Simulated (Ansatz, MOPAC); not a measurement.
System: RbI, charge 0, multiplicity 1. SMILES: [Rb][I]

Atoms: Rb1, I2. Bonds: Rb1-I2.

Bond lengths (Å) and angles (degrees) optimised at PM6 with MOPAC; MNDO with MOPAC; HF/3-21G with Ansatz (a program for electronic structure); PBE/LANL2DZ with Ansatz; B3LYP/LANL2DZ with Ansatz; MP2/LANL2DZ with Ansatz, each started from the B3LYP-D3(BJ)/def2-TZVP structure (Ansatz) of the last column. A row stands for all coordinates that are equal there.

| coordinate | PM6 | MNDO | HF/3-21G | PBE/LANL2DZ | B3LYP/LANL2DZ | MP2/LANL2DZ | B3LYP-D3(BJ)/def2-TZVP |
|---|---|---|---|---|---|---|---|
| Rb1-I2 | 3.437 | 3.078 | 3.446 | 3.381 | 3.392 | 3.447 | 3.261 |

Mean signed difference of all 1 bond lengths from B3LYP-D3(BJ)/def2-TZVP: PM6 0.176 Å, MNDO -0.183 Å, HF/3-21G 0.185 Å, PBE/LANL2DZ 0.120 Å, B3LYP/LANL2DZ 0.132 Å, MP2/LANL2DZ 0.186 Å.
